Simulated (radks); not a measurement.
The nuclear charge of neutral chromium is varied continuously with 24 electrons held in [Ar] 3d5 4s1. Method: non-relativistic Kohn-Sham, PBEsol, spin-polarised, spherical densities, point nucleus; open shells are filled with parallel spins first; computed with a radial shooting solver on a logarithmic mesh with Libxc functionals. By the Hellmann-Feynman theorem dE/dZ = E(electron-nucleus)/Z, the electronic potential at the nucleus.

Z,E (hartree),E(electron-nucleus)/Z (hartree),HOMO,e(HOMO) (eV),<r> HOMO (bohr)
23.8,-1022.61598,-102.223,3d,-1.986,1.560
24,-1043.17514,-103.368,3d,-3.830,1.463
24.2,-1063.96286,-104.508,4s,-5.778,3.198
24.4,-1084.97822,-105.645,4s,-7.290,3.071
24.6,-1106.22044,-106.777,4s,-8.916,2.956
24.8,-1127.68887,-107.907,4s,-10.650,2.851
25,-1149.38296,-109.034,4s,-12.486,2.755

The central difference of E at Z = 24 is -103.367 hartree, to compare with the third column; the second derivative is -5.71 hartree.
